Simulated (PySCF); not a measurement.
**Dy⁵⁶⁺ (dysprosium, charge +56): Hartree-Fock from Schrödinger to Dirac-Coulomb-Breit**

Occupied: 1s1/2, 2s1/2, 2p1/2, 2p3/2. Hartree-Fock calculated with PySCF 2.14 in an uncontracted even-tempered set (19 s from 12 bohr⁻², ratio 2.3; 15 p from 14 bohr⁻², ratio 2.3), Gaussian nucleus throughout. NR is non-relativistic, sf-X2C the spin-free one-electron X2C Hamiltonian, X2C adds the bare one-electron spin-orbit term, X2C-SNSO screens it by Boettger's factors, DC is four-component Dirac-Coulomb, and the Gaunt and Breit terms are added at first order (total energies over the DC spinors, levels after relaxing the spinors in that mean field). QED terms are absent. Levels marked empty are virtual spinors of this ion.

```csv
Hamiltonian,E (hartree),E − E(DC) (hartree),CPU seconds
NR,-8148.4177,457.2958,0.59
sf-X2C,-8595.0114,10.7021,0.36
X2C,-8602.6904,3.0231,0.48
X2C-SNSO,-8602.2053,3.5083,0.47
DC,-8605.7135,0.0000,24
DC+Gaunt,-8595.9442,9.7694,41
DC+Breit,-8596.7952,8.9184,120
```

**Question.** Give the 2p spin-orbit interval with each Hamiltonian that has one.

**Answer.** X2C 862.9; X2C-SNSO 834.5; DC 833.9; DC+Gaunt 824.2; DC+Breit 824.2 (eV).

```tsv
level (eV)	NR	sf-X2C	X2C	X2C-SNSO	DC	DC+Gaunt	DC+Breit
1s1/2	-55078.6	-58572.4	-58563.5	-58564.1	-58624.0	-58462.2	-58472.8
2s1/2	-12338.2	-13333.7	-13331.5	-13331.6	-13339.7	-13322.5	-13323.6
2p1/2	-11999.1	-12343.1	-12951.5	-12930.4	-12935.6	-12905.2	-12908.3
2p3/2	-11999.1	-12343.1	-12088.6	-12095.9	-12101.6	-12080.9	-12084.1
3s1/2 (empty)	-5104.4	-5416.9	-5416.5	-5416.5	-5418.5	-5413.9	-5414.5
3p1/2 (empty)	-4989.6	-5127.9	-5288.2	-5282.7	-5284.0	-5276.1	-5277.2
3p3/2 (empty)	-4989.6	-5127.9	-5060.1	-5062.0	-5063.2	-5057.9	-5059.0
```

Weight of the small component: 1s1/2 0.0608, 2s1/2 0.0140, 2p1/2 0.0139, 2p3/2 0.0129, 3s1/2 0.00548, 3p1/2 0.00543, 3p3/2 0.00517.

Koopmans' value for the highest occupied level at DC+Breit: 12084.1 eV, against an ionisation energy of 12081 ± 5 eV (theoretical estimate listed by NIST; NIST Atomic Spectra Database, ionization energies); the former lacks relaxation, correlation, QED and recoil.

The whole ladder took 190 s of wall time on 1 thread of Neoverse-N1 (shared host), launched as `OMP_NUM_THREADS=1 python relrun2.py TASK.json OUT` (a driver that calls PySCF for each Hamiltonian).
